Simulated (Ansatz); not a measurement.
## Abstraction of Cl: CH2ClF + BF2 → CH2F + BClF2

Species: CH2ClF (chlorofluoromethane) `FCCl`, singlet; BF2 `F[B]F`, doublet; CH2F `[CH2]F`, doublet; BClF2 (chlorodifluoroborane) `FB(F)Cl`, singlet. A radical takes Cl: the energy is the difference in strength between the C–Cl bond broken and the B–Cl bond made.

Shapes, held fixed at every level: PBE0-D4/def2-TZVP. Programs: Ansatz 0.2.0. The zero-point and thermal change to 298 K, harmonic and unscaled (PBE0-D4/def2-TZVP), is -6.0 kJ/mol.

| level | kind | ΔH(298 K) (kJ/mol) | less CCSD(T)/CBS estimate | CPU time (sum over the molecules) |
| --- | --- | --- | --- | --- |
| MP2/def2-SVP | perturbation theory | -175.1 | -19.5 | – |
| SPW92/def2-TZVPP | LDA | -144.2 | +11.4 | 6.4 s |
| BHLYP-D4/def2-TZVPP | global hybrid | -167.2 | -11.6 | 9.1 s |
| B2PLYP/def2-TZVPP | double hybrid | -157.9 | -2.3 | 14 s |
| CCSD(T)/def2-SVP | coupled cluster or CI | -179.3 | -23.7 | 6.6 s |
| CCSD/def2-SVP | coupled cluster or CI | -181.7 | -26.1 | – |
| CCSD(T)/def2-TZVPP | coupled cluster or CI | -159.1 | -3.5 | 42 s |
| CCSD(T)/CBS estimate | coupled cluster or CI | -155.6 | 0.0 | 2.9 min |

The highest level, CCSD(T)/CBS estimate, gives ΔH(298 K) = -155.6 kJ/mol; the levels span -181.7 to -144.2. The column of differences is taken from that level and isn't an error. No measured value is set beside it here. Open shells run unrestricted. The CBS estimate extrapolates MP2 from def2-TZVPP and def2-QZVPP and adds CCSD(T) − MP2 in the triple-zeta set, cores frozen. Times are processor times on shared x86 and Arm servers, and rough.
